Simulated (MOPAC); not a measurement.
MOPAC input (PM7):

```
PM7 FORCE THERMO(298,298) PRECISE LET GEO-OK AUX(PRECISION=9) THREADS=1
C2H2Cl4

C    -0.74620531 1    0.04691676 1    0.09810844 1
C     0.74620535 1   -0.04691681 1   -0.09810892 1
Cl    1.32352225 1   -1.57908273 1    0.56574209 1
Cl    1.53225597 1    1.25820363 1    0.79648462 1
Cl   -1.53225594 1   -1.25820351 1   -0.79648448 1
Cl   -1.32352227 1    1.57908265 1   -0.56574202 1
H    -1.08781865 1   -0.01399839 1    1.15618922 1
H     1.08781851 1    0.01399838 1   -1.15618885 1
```

Output:

```
 *******************************************************************************
 **                                                                           **
 **                              MOPAC v23.2.5                                **
 **                                                                           **
 *******************************************************************************
 ** MOPAC's Digital Object Identifier: https://doi.org/10.5281/zenodo.6511958 **
 **                                                                           **
 ** Please cite the open-source release paper for use of this MOPAC version:  **
 ** J. E. Moussa and J. J. P. Stewart (2026)                                  **
 ** MOPAC: An open-source semiempirical molecular orbital program             **
 ** J. Open Source Softw., 11(119), 8025, https://doi.org/10.21105/joss.08025 **
 *******************************************************************************

                              PM7 CALCULATION RESULTS

 *******************************************************************************
 *  PM7        - The PM7 Hamiltonian to be used
 *  GEO-OK     - OVERRIDE INTERATOMIC DISTANCE AND OTHER SAFETY CHECKS
 *  LET        - OVERRIDE SOME SAFETY CHECKS
 *  PRECISE    - TIGHTER CRITERIA TO BE USED
 *  FORCE      - FORCE CALCULATION SPECIFIED
 *  AUX        - OUTPUT AUXILIARY INFORMATION
 *  THERMO     - THERMODYNAMIC QUANTITIES TO BE CALCULATED
 *******************************************************************************
PM7 FORCE THERMO(298,298) PRECISE LET GEO-OK AUX(PRECISION=9) THREADS=1
 C2H2Cl4

   ATOM   CHEMICAL          X               Y               Z
  NUMBER   SYMBOL      (ANGSTROMS)     (ANGSTROMS)     (ANGSTROMS)

     1       C         -0.74620531  *   0.04691676  *   0.09810844  *
     2       C          0.74620535  *  -0.04691681  *  -0.09810892  *
     3      Cl          1.32352225  *  -1.57908273  *   0.56574209  *
     4      Cl          1.53225597  *   1.25820363  *   0.79648462  *
     5      Cl         -1.53225594  *  -1.25820351  *  -0.79648448  *
     6      Cl         -1.32352227  *   1.57908265  *  -0.56574202  *
     7       H         -1.08781865  *  -0.01399839  *   1.15618922  *
     8       H          1.08781851  *   0.01399838  *  -1.15618885  *

          CARTESIAN COORDINATES

    NO.       ATOM           X           Y           Z

     1         C         -0.7462      0.0469      0.0981
     2         C          0.7462     -0.0469     -0.0981
     3        Cl          1.3235     -1.5791      0.5657
     4        Cl          1.5323      1.2582      0.7965
     5        Cl         -1.5323     -1.2582     -0.7965
     6        Cl         -1.3235      1.5791     -0.5657
     7         H         -1.0878     -0.0140      1.1562
     8         H          1.0878      0.0140     -1.1562

 General Reference for PM7:
 "Optimization of Parameters for Semiempirical Methods VI: More Modifications to the
 NDDO Approximations and Re-optimization of Parameters", J. J. P. Stewart, J. Mol. Mod., 1:32, 19 (2013)
 https://link.springer.com/article/10.1007/s00894-012-1667-x

           Empirical Formula: C2 H2 Cl4  =     8 atoms

      MOLECULAR POINT GROUP   :   C2h
[...]
 EFFECTIVE MASS      1.3098
 FORCE CONSTANT      0.3608

 VIBRATION         14    3Bg         ATOM PAIR     ENERGY CONTRIBUTION    RADIAL
 FREQUENCY          1157.03         C 2 -- H 8         +44.8% ( 69.3%)      0.0%
 TRANSITION DIPOLE   0.0000         C 1 -- H 7         +44.8% ( 69.3%)      0.0%
 TRAVEL (Ang.)       0.3572         C 1 -- C 2          +3.9% ( 20.5%)      0.0%
 REDUCED MASS        0.4567         C 2 -- Cl3          +1.6% ( 13.2%)     43.9%
 EFFECTIVE MASS      1.7602
 FORCE CONSTANT      0.3602

 VIBRATION         15    4Bu         ATOM PAIR     ENERGY CONTRIBUTION    RADIAL
 FREQUENCY          1181.03         C 2 -- H 8         +43.4% ( 70.7%)      0.3%
 TRANSITION DIPOLE   0.0159         C 1 -- H 7         +43.4% ( 70.7%)      0.3%
 TRAVEL (Ang.)       0.3512         C 2 -- Cl3          +2.6% ( 17.5%)      4.3%
 REDUCED MASS        0.4630         C 2 -- Cl4          +2.6% ( 17.5%)      4.3%
 EFFECTIVE MASS      1.7163
 FORCE CONSTANT      0.3805

 VIBRATION         16    5Ag         ATOM PAIR     ENERGY CONTRIBUTION    RADIAL
 FREQUENCY          1229.13         C 2 -- H 8         +40.2% ( 67.8%)      1.2%
 TRANSITION DIPOLE   0.0000         C 1 -- H 7         +40.2% ( 67.8%)      1.2%
 TRAVEL (Ang.)       0.3348         C 1 -- C 2          +7.8% ( 29.9%)     37.5%
 REDUCED MASS        0.4893         C 2 -- Cl4          +2.9% ( 18.4%)     30.6%
 EFFECTIVE MASS      2.2431
 FORCE CONSTANT      0.4355

 VIBRATION         17    6Ag         ATOM PAIR     ENERGY CONTRIBUTION    RADIAL
 FREQUENCY          2620.73         C 1 -- H 7         +49.0% ( 70.9%)    100.0%
 TRANSITION DIPOLE   0.0000         C 2 -- H 8         +49.0% ( 70.9%)    100.0%
 TRAVEL (Ang.)       0.2344         C 1 -- C 2          +0.8% (  8.9%)     14.4%
 REDUCED MASS        0.4684         C 1 -- Cl5          +0.3% (  5.7%)      8.7%
 EFFECTIVE MASS      1.3231
 FORCE CONSTANT      1.8954

 VIBRATION         18    5Bu         ATOM PAIR     ENERGY CONTRIBUTION    RADIAL
 FREQUENCY          2640.54         C 2 -- H 8         +48.9% ( 70.4%)     99.9%
 TRANSITION DIPOLE   1.2465         C 1 -- H 7         +48.9% ( 70.4%)     99.9%
 TRAVEL (Ang.)       0.2342         C 1 -- C 2          +0.6% (  7.8%)      1.4%
 REDUCED MASS        0.4655         C 2 -- Cl3          +0.4% (  6.4%)      5.6%
 EFFECTIVE MASS      1.3769
 FORCE CONSTANT      1.9121

      SYMMETRY NUMBER FOR POINT-GROUP C2h =  2

          SYSTEM IS A GROUND STATE

 C2H2Cl4

          MOLECULE IS NOT LINEAR

          THERE ARE 18 GENUINE VIBRATIONS IN THIS SYSTEM
          THIS THERMODYNAMICS CALCULATION IS LIMITED TO
          MOLECULES WHICH HAVE NO INTERNAL ROTATIONS

                    CALCULATED THERMODYNAMIC PROPERTIES
                                          *
   TEMP. (K)   PARTITION FUNCTION   H.O.F.    ENTHALPY  HEAT CAPACITY ENTROPY
                                   KCAL/MOL   CAL/MOLE    CAL/K/MOL  CAL/K/MOL

 298.00  VIB.     0.4570D+02                  2579.3406    16.2363    16.2510
         ROT.     0.3278D+06                   888.2803     2.9808    28.2188
         INT.     0.1498D+08                  3467.6209    19.2171    44.4698
         TRA.     0.2102D+28                  1480.4672     4.9680    41.2595
         TOT.                      -36.073    4948.0881    24.1852    85.7294

   *: NOTE: HEATS OF FORMATION ARE RELATIVE TO THE
            ELEMENTS IN THEIR STANDARD STATE AT 298K
              (=  Standard Enthalpy of Formation).

            Hvib:  Zero-point energy is not included.
                   frequencies of less than zero cm-1 are not included.
            Hrot = (3/2)RT
            Htra = (3/2)RT + pV = (5/2)RT

            Heat capacity is Cp, not Cv

          For more information, see: HTTP://OpenMOPAC.net/Manual/thermochemistry.html

           FORCE CONSTANT IN CARTESIAN COORDINATES (Millidynes/A)

    ATOM   CHEMICAL       X               Y               Z
   NUMBER   SYMBOL  FORCE CONSTANT  FORCE CONSTANT  FORCE CONSTANT

      1       C        6.221078        4.415913        5.024403
      2       C        6.221078        4.415913        5.024403
      3      Cl        0.830431        3.314041        0.420494
      4      Cl        0.830445        1.084442        2.650080
      5      Cl        0.830445        1.084442        2.650080
      6      Cl        0.830431        3.314041        0.420494
      7       H        1.392009        1.422907        2.592982
      8       H        1.392009        1.422907        2.592982

 **********************
 *                    *
 * JOB ENDED NORMALLY *
 *                    *
 **********************

 == MOPAC DONE ==
```
